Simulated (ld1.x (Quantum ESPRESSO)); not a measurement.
B: one change to a TM potential, before and after

B, norm-conserving Troullier–Martins (Kleinman–Bylander form), made with ld1.x (Quantum ESPRESSO) 7.5 (LDA (PZ), non-relativistic). Core [He], reference 2s2 2p1. Waves: 2s (bound): rc 1.70 bohr; 2p (bound): rc 3.00 bohr. Local part: all-electron potential smoothed inside 1.85 bohr (lloc = -1). Core correction: a·sin(br)/r model core, default radius (core density twice the valence density).

Change: core correction a·sin(br)/r model core inside 1.54 bohr.

Cutoffs: the cutoffs (Ry, on a coarse ladder) from which the occupation-weighted sum of valence levels, in a spherical-Bessel basis at the reference potential, stays within 10 and 1 mRy of its value at 400 Ry; they do not see the model core or the augmentation charge, which bear on the density cutoff. Errors are all-electron minus pseudo energies relative to the spin-unpolarised reference configuration.

**Question.** How do hardness, ghosts and transferability respond?

**Answer.** The potential gets neither clearly harder nor softer (18 Ry and 40 Ry → 18 Ry and 40 Ry); of the 9 tests that both files solve, the error grows in 3 and shrinks in 3 by more than 15 % and 0.3 meV (median size 41.9 → 30.5 meV); neither file shows a bound ghost. The default core radius of the base comes out at 0.69 bohr. A wider model core is smoother and lowers the density cutoff, which this test does not measure.

```tsv
quantity	base	changed
cutoff, loose	18 Ry	18 Ry
cutoff, tight	40 Ry	40 Ry
bound ghosts	none	none
error for 2s2 2p0, meV [ΔE 8.33 eV]	+84	+87
error for 2s1 2p0, meV [ΔE 33.63 eV]	+251	+296
error for 2s2 2p0.5, meV [ΔE 2.94 eV]	+12	+12
error for 2s2 2p1.3, meV [ΔE -0.77 eV]	+1.1	+1.1
error for 2s1 2p2, meV [ΔE 5.68 eV]	-12	-8.7
error for 2s0 2p3, meV [ΔE 11.39 eV]	-47	-31
error for 2s1 2p1, meV [ΔE 14.28 eV]	-42	-35
error for 2s2 2p1 (spin-polarised), meV [ΔE -0.24 eV]	+6.6	+15
error for 2s1 2p0 (spin-polarised), meV [ΔE 32.90 eV]	+238	+375
s: phases at 3.27 bohr within 0.05 rad from the reference energy up to (Ry; the scan ends near 5)	1.1	1.1
p: phases at 3.27 bohr within 0.05 rad from the reference energy up to (Ry; the scan ends near 5)	0.8	0.8
```
